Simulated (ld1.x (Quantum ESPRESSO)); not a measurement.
## Cutoff test, Ti (Z = 22), ultrasoft

ld1.x (Quantum ESPRESSO) 7.5 input, shortened:

```
&input
   title='Ti', zed=22., rel=1, dft='PBE', iswitch=3,
   config='[Ar] 3d2 4s2 4p0'
 /
 &inputp
   pseudotype=3, tm=.true., lloc=-1, rcloc=1.95,
   nlcc=.true.,
   which_augfun='PSQ', rmatch_augfun=1.65
 /
6
3S  1  0   2.00   0.00  1.45  1.70  0.0
4S  2  0   2.00   0.00  1.45  1.70  0.0
3P  2  1   6.00   0.00  1.65  2.10  0.0
4P  3  1   0.00   0.00  1.65  2.10  0.0
3D  3  2   2.00   0.00  1.45  1.90  0.0
3D  3  2   0.00   3.75  1.45  1.90  0.0
 &test
   configts(1)='3s2 3p6 3d2 4s2 4p0'
 /
```

The pseudo-atom Hamiltonian at the reference potential is diagonalised in spherical Bessel functions j_l(qr) that vanish at 20 bohr, with q² up to the cutoff. All-electron valence levels (Ry): 3s -4.6035, 4s -0.3283, 3p -2.8562, 4p -0.1078, 3d -0.3130.

Task: How do the lowest levels (Ry) of each channel move with the cutoff, and are there ghosts?

Result:

```
cutoff (Ry)     s #1     s #2    s #3     p #1     p #2    p #3     d #1    f #1    f #2  Σ f·Δε (mRy)
          8  -4.4814  -0.2667  0.0101  -2.7517  -0.0661  0.0557   0.0406  0.1040  0.2209        1701.9
         12  -4.5769  -0.2871  0.0073  -2.8377  -0.0736  0.0532   0.0242  0.1040  0.2209         921.8
         15  -4.5936  -0.2960  0.0061  -2.8525  -0.0783  0.0517  -0.0983  0.1040  0.2209         536.5
         21  -4.6030  -0.3171  0.0032  -2.8558  -0.0887  0.0486  -0.2953  0.1040  0.2209          61.8
         30  -4.6032  -0.3271  0.0017  -2.8561  -0.1068  0.0437  -0.3125  0.1040  0.2209           5.3
         40  -4.6034  -0.3283  0.0014  -2.8562  -0.1074  0.0435  -0.3128  0.1040  0.2209           1.2
         45  -4.6034  -0.3283  0.0014  -2.8562  -0.1076  0.0435  -0.3130  0.1040  0.2209           0.8
         55  -4.6035  -0.3283  0.0014  -2.8562  -0.1077  0.0435  -0.3131  0.1040  0.2209           0.3
        400  -4.6035  -0.3284  0.0014  -2.8562  -0.1078  0.0434  -0.3131  0.1040  0.2209           0.0
```

Result: no extra level below or beside the all-electron valence levels (s, p, d, f tested); 10 mRy is reached at 30 Ry and 1 mRy at 45 Ry.

1 of 7 tests not solved or not reliable.
